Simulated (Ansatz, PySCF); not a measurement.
(E)-2-chlorobut-2-ene (C₄H₇Cl), SMILES C(/C)=C(/C)Cl. Atoms are numbered in the order given.

```xyz
12

C      1.9911    -1.3244     0.4842
C      1.1728    -0.1792    -0.0324
C     -0.1581    -0.0524     0.0436
C     -1.1576    -0.9896     0.6458
Cl    -0.9103     1.3944    -0.6398
H      2.7321    -0.9722     1.2227
H      1.3856    -2.1064     0.9624
H      2.5643    -1.7943    -0.3338
H      1.7241     0.6311    -0.5195
H     -1.7235    -0.4866     1.4467
H     -1.8894    -1.3117    -0.1128
H     -0.6738    -1.8814     1.0661
```
Charge 0, spin multiplicity 1.

The structure is a stationary point at B3LYP-D3(BJ)/def2-SVP.

Two levels are set side by side: PBE-D3(BJ)/def2-SVP (Ansatz, a program for electronic structure) and B3LYP-D3(BJ)/def2-SVP (Ansatz). Each level has its own optimised geometry; the coordinates shown are those of the second. Frequencies come from the Hessian of PySCF at each geometry. Differences are taken from unrounded values.

| quantity | B3LYP-D3(BJ) |
|---|---|
| mean bond length (Å) | 1.255 |
| bond C1–C2 (Å) | 1.499 |
| bond C2–C3 (Å) | 1.339 |
| bond C3–C4 (Å) | 1.497 |
| bond C3–Cl5 (Å) | 1.768 |
| bond C1–H6 (Å) | 1.104 |
| bond C1–H7 (Å) | 1.099 |
| bond C1–H8 (Å) | 1.104 |
| bond C2–H9 (Å) | 1.094 |
| bond C4–H10 (Å) | 1.102 |
| bond C4–H11 (Å) | 1.102 |
| bond C4–H12 (Å) | 1.098 |
| highest harmonic wavenumber (cm⁻¹) | 3168 |
| mean harmonic wavenumber (cm⁻¹) | 1441 |
| zero-point energy (kcal/mol) | 61.78 |

Task: What does PBE-D3(BJ) give, and how far is it from B3LYP-D3(BJ)? (An estimate is asked for; the answer gives what the named calculation found.)

Result: 
```tsv
quantity	PBE-D3(BJ)	PBE-D3(BJ) minus B3LYP-D3(BJ)
mean bond length (Å)	1.261	0.006
bond C1–C2 (Å)	1.499	-0.001
bond C2–C3 (Å)	1.350	0.011
bond C3–C4 (Å)	1.497	0.000
bond C3–Cl5 (Å)	1.766	-0.002
bond C1–H6 (Å)	1.112	0.008
bond C1–H7 (Å)	1.107	0.008
bond C1–H8 (Å)	1.112	0.008
bond C2–H9 (Å)	1.103	0.008
bond C4–H10 (Å)	1.110	0.008
bond C4–H11 (Å)	1.110	0.008
bond C4–H12 (Å)	1.106	0.008
highest harmonic wavenumber (cm⁻¹)	3103	-65
mean harmonic wavenumber (cm⁻¹)	1402	-38
zero-point energy (kcal/mol)	60.14	-1.64
```

GGA bonds tend to be longer and softer than those of functionals with exact exchange. Differences between two approximate levels are no errors against the true value.
